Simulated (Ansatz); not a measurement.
Mulliken charges of `SP1N[SiH2]1` from PBE/def2-TZVPP in Ansatz (PBE0-D4/def2-TZVP geometry).

```json
{"atom": "S1", "x (Å)": "-1.505", "y (Å)": "1.250", "z (Å)": "-0.937", "charge (e)": "-0.232"}
{"atom": "P2", "x (Å)": "0.586", "y (Å)": "0.792", "z (Å)": "-0.748", "charge (e)": "0.065"}
{"atom": "N3", "x (Å)": "0.830", "y (Å)": "0.138", "z (Å)": "0.846", "charge (e)": "-0.279"}
{"atom": "Si4", "x (Å)": "0.373", "y (Å)": "-1.265", "z (Å)": "-0.006", "charge (e)": "0.287"}
{"atom": "H5", "x (Å)": "-1.322", "y (Å)": "2.581", "z (Å)": "-0.947", "charge (e)": "0.112"}
{"atom": "H6", "x (Å)": "0.723", "y (Å)": "0.588", "z (Å)": "1.739", "charge (e)": "0.146"}
{"atom": "H7", "x (Å)": "1.395", "y (Å)": "-2.320", "z (Å)": "-0.182", "charge (e)": "-0.051"}
{"atom": "H8", "x (Å)": "-0.987", "y (Å)": "-1.822", "z (Å)": "0.181", "charge (e)": "-0.048"}
```

Task: By hand: the dipole of these point charges (1 e Å = 4.8032 D).

Result: Σ q r = (0.196, -0.059, 0.079) e Å, of length 0.219 e Å = 1.05 D.

Task: How does the dipole of the full density compare? (An estimate is asked.)

Result: Computed: (0.082, -0.051, 0.300) e Å, 1.51 D; the point charges give 0.70 times that, at 52° from its direction.

Point charges leave out the atoms' own dipoles, such as those of lone pairs, and Mulliken's split depends on the basis, so the two needn't agree.
